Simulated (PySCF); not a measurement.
# Relaxation of triplet PtN2

Computed with PySCF, UPBE0, basis Pt def2-TZVP with ECP60, N def2-TZVP (scalar-relativistic core potentials, no spin–orbit coupling, density fitting). A (50,194) grid was used.

A hand-made bent start, of C2v symmetry, held to at least that symmetry:

Coordinates in bohr (charge 0 multiplicity 3):
```
Pt    0.0000    0.0000   -0.2342
N     2.6624    0.0000    1.6302
N    -2.6624    0.0000    1.6302
```

Question: What does it relax to?

Answer: It ends at C2v with Pt–N 1.740 Å (×2); N–Pt–N 131.3° (after a last refinement on a finer grid). A frequency run shows a minimum.

Question: How much energy is released, and in how many steps?

Answer: 35.5 kJ/mol in 4 steps.

Open d and f shells are described by one determinant, and the ground state may have another occupation or spin. At this level a singlet minimum of C2v symmetry lies 472 kJ/mol below this structure. With an element this heavy the missing spin–orbit coupling can shift these numbers.

The relaxation took about 26 core-seconds on a shared host.
